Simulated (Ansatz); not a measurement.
Worked example: the barrier

An elementary step of AlNH4Cl2, singlet (AlHCl₂ ([Cl][AlH][Cl]) + NH₃ → AlNH₂Cl₂ ([NH2][Al]([Cl])[Cl]) + H₂; bonds formed: H2–H5; dative contacts that become bonds: Al1–N6; bonds broken: Al1–H2, H5–N6). “Start” is the structure reached by relaxing down from the saddle towards the reactants; PBE0-D4/def2-TZVP structures. The saddle:

```xyz
8
angstrom
Al -0.6633 -0.1460 0.4768
H -0.1527 1.5591 0.3926
Cl -2.5276 -0.3172 -0.4555
Cl -0.3430 -0.8292 2.4274
H 0.4836 1.0358 -0.1826
N 0.8091 -0.2587 -0.6591
H 0.7012 -0.4057 -1.6540
H 1.6928 -0.6379 -0.3456
```

Computed with Ansatz 0.2.0 (basis: def2-TZVPP and def2-QZVPP); correlated methods freeze the cores.

Energies in eV:

| quantity | saddle | start |
| --- | --- | --- |
| Hartree–Fock, triple zeta (X = 3) | -33140.11963 | -33142.18556 |
| Hartree–Fock, quadruple zeta (X = 4) | -33141.09682 | -33143.15370 |
| MP2 correlation, X = 3 | -19.25084 | -18.74422 |
| MP2 correlation, X = 4 | -20.97709 | -20.47055 |
| CCSD(T) correlation, X = 3 | -21.34144 | -20.88879 |

Question: Work out the barrier at the basis limit: extrapolate Hartree–Fock as E(X) = E∞ + A exp(−7.88 √X) and the MP2 correlation as E(X) = E∞ + B X^−2.97 (the exponents that Neese and Valeev fitted for def2-TZVPP and QZVPP), then add CCSD(T) − MP2 in triple zeta.

Answer: Each step is linear, so take the differences first (saddle − start): Hartree–Fock 2.06593 (X = 3) and 2.05688 (X = 4); MP2 correlation -0.50662 and -0.50654; CCSD(T) correlation -0.45265.
Two points give E∞ = E(4) + w [E(4) − E(3)], with w = 1/(exp(7.88 (2 − √3)) − 1) = 0.1377 for Hartree–Fock and w = 1/((4/3)^2.97 − 1) = 0.7407 for the correlation.
Hartree–Fock: 2.05688 + 0.1377 × (-0.00905) = 2.0556 eV.
MP2 correlation: -0.50654 + 0.7407 × 0.00008 = -0.5065 eV.
CCSD(T) − MP2: -0.45265 − (-0.50662) = 0.0540 eV.
Sum: 2.0556 + (-0.5065) + 0.0540 = 1.6031 eV, or 36.97 kcal/mol. Plain CCSD(T) in triple zeta gives 1.6133 eV, so the larger basis shifts the result by -0.0102 eV.

No T1 diagnostic of these runs exceeds 0.010.

The step is the kind of exchange with an N–H group that builds nitride films in atomic layer and chemical vapour deposition.

Labels in which every atom is bracketed show which atoms are joined, not bond orders.

For scale, one of the runs: CCSD(T)/def2-TZVPP, 213 basis functions, launched by `ansatz run in.yaml --threads 4 --pin off --events-out ev --progress --plain --max-ram 9574MiB`. The run took 51 s on 4 CPU threads of an Arm Neoverse V1 (shared host), with 2.7 GiB of host memory at its peak.
